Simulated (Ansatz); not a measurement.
Calculated with Ansatz (gas phase, PBE0-D4/def2-TZVP geometries, no zero-point term in ΔE). CCSD(T)/CBS is the MP2 limit (def2-TZVPP, def2-QZVPP) plus CCSD(T) − MP2 in def2-TZVPP, frozen cores. This one scheme is used for every species. Functionals use def2-TZVPP. B3LYP here is the variant with VWN-RPA as its local correlation; programs differ in this. Each species was taken in one conformer, which may not be the lowest.

Consider the ligand exchange at a B–O bond: `OB(S)Cl` + H–F → `FB(S)Cl` + H₂O.

`OB(S)Cl`:

Z-matrix (Å, degrees):
```
B
S 1 1.800
Cl 1 1.770 2 117.6
O 1 1.348 2 121.5 3 180.0
H 2 1.344 1 94.9 3 -180.0
H 4 0.962 1 113.2 2 -180.0
```

H–F:

Z-matrix (Å, degrees):
```
F
H 1 0.920
```

`FB(S)Cl`:

```xyz
5

F    -0.706   -0.069   -1.280
B     0.110    0.324   -0.321
S     0.195   -0.524    1.257
Cl    1.137    1.711   -0.604
H    -0.737   -1.442    0.948
```

H₂O:

Cartesian coordinates in Å:
```
O 0.022 -0.070 -0.382
H 0.193 0.759 0.070
H -0.215 -0.689 0.312
```

| level | ΔE (kJ/mol) | difference from CCSD(T)/CBS |
| --- | --- | --- |
| LDA (SPW92) | -2.0 | 1.2 |
| PBE-D4 | -5.3 | -2.1 |
| revPBE-D4 | -3.7 | -0.5 |
| B3LYP-D4 | -6.7 | -3.5 |
| r2SCAN0-D4 | -5.6 | -2.4 |
| BHLYP-D4 | -6.4 | -3.2 |
| ωB97X-V | -6.5 | -3.3 |
| ωB97M-V | -6.1 | -2.9 |
| BLYP | -11.9 | -8.7 |
| PBE0 | -5.2 | -2.0 |
| HF/def2-SVP | -5.6 | -2.4 |
| MP2/def2-SVP | -1.3 | 1.9 |
| CCSD/def2-SVP | -4.1 | -0.9 |
| CCSD(T)/def2-SVP | -3.8 | -0.6 |
| CCSD/def2-TZVPP | -5.1 | -1.9 |
| MP2/CBS(def2) | -0.2 | 3.0 |
| CCSD(T)/CBS | -3.2 | 0 |

Task: What do rigid-rotor, harmonic-oscillator terms from PBE0-D4/def2-TZVP frequencies (298.15 K, 1 bar) make of the CCSD(T)/CBS value? (Estimate.)

Result: The calculation gave: ΔZPE = -0.7 kJ/mol, ΔH = -3.4 kJ/mol, ΔS = 12 J/(mol·K), ΔG = -7.0 kJ/mol.

Largest T1 diagnostic among the species: 0.012.

In def2-TZVPP, CCSD(T) changes the Hartree–Fock value by +6.4 kJ/mol (the triples alone add +0.9 kJ/mol) and MP2 by +9.4 kJ/mol. Leaving LDA and LC-ωPBE aside and taking each functional with its dispersion term where it has one, the values, not all of them listed here, spread over 7.9 kJ/mol, from B97M-V to PBE-QIDH. LDA lies +5.1 kJ/mol from PBE without D4. From BLYP to BHLYP (50 % exact exchange), in def2-TZVPP and without D4, ΔE moves by +3.2 kJ/mol.
